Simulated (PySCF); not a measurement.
GeCl₂, SMILES [Ge]([Cl])[Cl] (connectivity only; charge and spin as stated), neutral, multiplicity 1. Geometry: PBE0-D3(BJ)/def2-TZVP. The isomer is the one that the SMILES or the coordinates give; other isomers of the formula were not compared.

TDA-PBE/def2-SVPD run with PySCF puts the lowest singlet excitations at 3.82, 3.87, 4.81, 5.21, 5.56, 6.13 eV.

What are the lowest excitation roots from ADC(2)/aug-cc-pVDZ in PySCF? (The exact figures need the calculation; the answer reports its results.)

3.99, 4.81, 5.39, 6.17, 6.19, 6.85 eV. S1 differs by 0.17 eV (second minus first; roots are paired by order, and the bases may differ).
